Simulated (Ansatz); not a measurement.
`[SH][SnH2][Cl]` + PH₃ → `[PH2][SnH2][SH]` + HCl  (ligand exchange at the Sn–Cl bond)

Calculated with Ansatz (gas phase, PBE0-D4/def2-TZVP geometries, no zero-point term in ΔE). CCSD(T)/CBS is the MP2 limit (def2-TZVPP, def2-QZVPP) plus CCSD(T) − MP2 in def2-TZVPP, frozen cores. This one scheme is used for every species. DFT in def2-TZVPP. def2 core potentials past Kr. For Sn outer-core shells are correlated without core-valence functions, which leaves a few kJ/mol of doubt a bond. Each species was taken in one conformer, which may not be the lowest.

Question: Is it downhill or uphill in electronic energy at CCSD(T)/CBS, and by how much? (Estimate.)

Answer: Computed: Uphill: ΔE = +54.6 kJ/mol.

Question: What do these levels give: LDA (SPW92), r2SCAN, CAM-B3LYP, RPA@PBE/def2-TZVPP, HF/def2-SVP, CCSD(T)/def2-TZVPP? (Best estimate.)

Answer: The calculation gave: LDA (SPW92) 46.1, r2SCAN 58.0, CAM-B3LYP 63.8, RPA@PBE/def2-TZVPP 53.4, HF/def2-SVP 78.1, CCSD(T)/def2-TZVPP 53.1 kJ/mol.

Largest T1 diagnostic among the species: 0.013.

At CCSD(T), def2-SVP lies +6.2 kJ/mol from the extrapolated value and def2-TZVPP −1.5 kJ/mol. Leaving LDA and LC-ωPBE aside and taking each functional with its dispersion term where it has one, the values, not all of them listed here, spread over 13.6 kJ/mol, from PBE-D4 to B97M-V. LDA lies −5.5 kJ/mol from PBE without D4. From BLYP to BHLYP (50 % exact exchange), in def2-TZVPP and without D4, ΔE moves by +5.6 kJ/mol.
